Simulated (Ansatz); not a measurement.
Computed with Ansatz on PBE0-D4/def2-TZVP structures; ΔE is electronic, products minus reactants. CCSD(T)/CBS adds triple-zeta CCSD(T) − MP2 to the extrapolated MP2 energy (def2 sets, frozen cores). This one scheme is used for every species, atoms too. For atomizations the MP2-based limit and the directly extrapolated one differ by several kJ/mol either way, and by 10 to 25 for some Ge, Se and Sn compounds, so smaller differences from it don't rank the levels. DFT in def2-TZVPP. No spin–orbit coupling; open shells (•) take unrestricted orbitals. Spin–orbit coupling would lower the free atoms: a little for C; clearly for Ge, Se. Bonds to Ge, Se are less sure, by a few kJ/mol each and by 10 to 20 or more in all where they break to atoms, as the def2 sets lack core-valence functions. Scalar relativity is left out up to krypton. Each species was taken in one conformer, which may not be the lowest.

`[CH3][GeH][SeH]`• → C• + Ge• + 5 H• + Se•  (atomization)

| species | r2SCANh-D4 energy (Eh) |
| --- | --- |
| `[CH3][GeH][SeH]`• | -4519.62701 |
| C• | -37.83336 |
| Ge• | -2076.89676 |
| H• | -0.49990 |
| Se• | -2401.47390 |

(1) Work out ΔE.

Largest T1 diagnostic among the species: 0.012.

Results:

(1) ΔE = 5 × (-0.49990) + (-37.83336) + (-2076.89676) + (-2401.47390) − (-4519.62701) = 0.92349 Eh = +25.13 eV. CCSD(T)/CBS gives +25.09 eV.

At CCSD(T), def2-SVP lies −1.60 eV from the extrapolated value and def2-TZVPP −0.53 eV: correlation converges slowly with the basis, and small sets miss more of it in the bonded molecule than in its fragments. Leaving LDA and LC-ωPBE aside and taking each functional with its dispersion term where it has one, the values, not all of them listed here, spread over 0.84 eV, from BHLYP-D4 to PBE-D4. LDA lies +3.38 eV from PBE without D4, its usual overbinding.
